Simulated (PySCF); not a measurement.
**Nuclear quadrupole coupling in `Fc1cnnc(C2CC2)c1`**

C7H7FN2.
Structure used (GFN2-xTB), in Å, numbered top down from 1:
```
atom  x, y, z in Å
F1     3.7110   -0.8621    0.2195
C2     2.5439   -0.2459   -0.0277
C3     2.5252    0.9965   -0.6615
N4     1.3879    1.6110   -0.9115
N5     0.2552    1.0839   -0.5772
C6     0.1908   -0.0962    0.0312
C7    -1.1416   -0.6090    0.3719
C8    -2.2989   -0.2888   -0.5450
C9    -2.2131    0.3749    0.7812
C10    1.3511   -0.8247    0.3379
H11    3.4319    1.4957   -0.9661
H12   -1.1359   -1.5776    0.8560
H13   -2.0695    0.3042   -1.4159
H14   -3.0396   -1.0579   -0.7015
H15   -2.8933    0.0764    1.5640
H16   -1.9263    1.4142    0.8021
H17    1.3143   -1.7825    0.8326
```

Field gradients from the PBE0/pcSseg-1 density (PySCF, non-relativistic), principal values in atomic units, ordered |Vxx| ≤ |Vyy| ≤ |Vzz|:

| atom | Vxx | Vyy | Vzz |
| --- | --- | --- | --- |
| N4 | 0.5326 | 0.8029 | -1.3354 |
| N5 | 0.5911 | 0.6118 | -1.2028 |

Problem. Find the asymmetry η = (Vxx − Vyy)/Vzz and the couplings χ = eQV/h (234.96 MHz × Q in barn × V in au), with Q(14N) = 0.02044 b.

Solution. 
```csv
atom,environment,nucleus,η,χzz (MHz),χxx (MHz),χyy (MHz)
N4,pyridine-type nitrogen,14N,0.20,-6.41,2.56,3.86
N5,pyridine-type nitrogen,14N,0.02,-5.78,2.84,2.94
```

The gradient is axial or nearly so (η below 0.05) at N5. The tensor is traceless: Vxx + Vyy + Vzz = 0.

Problem. What is Vzz at N5 in SI units (1 au = 9.71736 × 10²¹ V/m²)?

Solution. -1.2028 au = -11.689 × 10²¹ V/m².

Problem. What couplings would deuterons (Q(2H) = 0.00286 b) have in place of the hydrogens, at this geometry?

Solution. 
```csv
atom,bonded to,bond length (Å),Vzz (au),η,χzz (kHz)
H11,C3,1.079,0.3242,0.07,218
H12,C7,1.083,0.3205,0.12,215
H13,C8,1.078,0.3277,0.05,220
H14,C8,1.079,0.3321,0.06,223
H15,C9,1.079,0.3322,0.06,223
H16,C9,1.078,0.3279,0.05,220
H17,C10,1.079,0.3275,0.06,220
```

One conformer (not necessarily the lowest) at the GFN2-xTB geometry, without solvent, vibrations or thermal averaging. GFN2-xTB bond lengths can be off by several hundredths of an ångström, more for odd bonds, and the gradients follow them. The small basis limits the accuracy of the gradients.
